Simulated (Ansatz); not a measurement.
Consider the atomization: `CCB(O)O` → B• + 2 C• + 7 H• + 2 O•.

Computed with Ansatz on PBE0-D4/def2-TZVP structures; ΔE is electronic, products minus reactants. CCSD(T)/CBS is the MP2 limit (def2-TZVPP, def2-QZVPP) plus CCSD(T) − MP2 in def2-TZVPP, frozen cores. This one scheme is used for every species, atoms too. Functionals use def2-TZVPP. HSE06 is defined as in plane-wave codes. No spin–orbit coupling; open shells (•) take unrestricted orbitals. Spin–orbit coupling would lower the free atoms: a little for B, C, O. Each species was taken in one conformer, which may not be the lowest.

(1) What is ΔE at CCSD(T)/CBS? (Estimate.)

(2) What do these levels give: PBE-D4, HSE06-D4, B2PLYP, r2SCANh, HF/def2-SVP, HF/def2-TZVPP? (Estimate.)

Largest T1 diagnostic among the species: 0.014.

Results:

(1) The calculation gave: +4956.1 kJ/mol.

(2) Computed: PBE-D4 5051.5, HSE06-D4 4969.4, B2PLYP 4915.9, r2SCANh 4941.7, HF/def2-SVP 3757.6, HF/def2-TZVPP 3699.6 kJ/mol.

Leaving LDA and LC-ωPBE aside and taking each functional with its dispersion term where it has one, the values, not all of them listed here, spread over 237.5 kJ/mol, from BHLYP-D4 to PBE-D4. LDA lies +630.7 kJ/mol from PBE without D4, its usual overbinding. From r2SCAN to r2SCAN0 (25 % exact exchange), in def2-TZVPP and without D4, ΔE moves by −72.6 kJ/mol: exact exchange takes away binding that semilocal exchange gives to molecules.

For atomizations the MP2-based limit and the directly extrapolated one differ by several kJ/mol either way, and by 10 to 25 for some Ge, Se and Sn compounds, so smaller differences from it don't rank the levels.
